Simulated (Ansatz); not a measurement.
Isolated molecules relaxed with PBE0-D4/def2-TZVP in Ansatz; ΔE leaves out vibrations. CCSD(T)/CBS adds triple-zeta CCSD(T) − MP2 to the extrapolated MP2 energy (def2 sets, frozen cores). This one scheme is used for every species, atoms too. Functionals use def2-TZVPP. HSE06 is defined as in plane-wave codes. No spin–orbit coupling; open shells (•) take unrestricted orbitals. Spin–orbit coupling would lower the free atoms: a little for F. One conformer a species, not always the lowest.

Reaction (homolysis of the F–Si bond): `O[SiH](F)F` → F• + `O[SiH]F`•

```
     species  HSE06-D4 energy (Eh)
`O[SiH](F)F`            -565.52570
          F•             -99.67211
  `O[SiH]F`•            -465.59962
```

Problem. Work out ΔE.

Solution. ΔE = (-99.67211) + (-465.59962) − (-565.52570) = 0.25397 Eh = +666.8 kJ/mol. CCSD(T)/CBS gives +702.6 kJ/mol.

Largest T1 diagnostic among the species: 0.014.

The D4 term adds +4.0 kJ/mol with B3LYP and +2.0 kJ/mol with PBE0; it sums over pairs of atoms, weighted by their polarisabilities, and B3LYP, whose exchange is more repulsive, gets the larger term. At CCSD(T), def2-SVP lies −58.4 kJ/mol from the extrapolated value and def2-TZVPP −19.0 kJ/mol: correlation converges slowly with the basis, and small sets miss more of it in the bonded molecule than in its fragments. In def2-TZVPP, CCSD(T) changes the Hartree–Fock value by +147.0 kJ/mol (the triples alone add +7.9 kJ/mol) and MP2 by +177.5 kJ/mol; breaking electron pairs costs correlation energy, which Hartree–Fock lacks.

B3LYP here is the variant with VWN-RPA as its local correlation; programs differ in this.
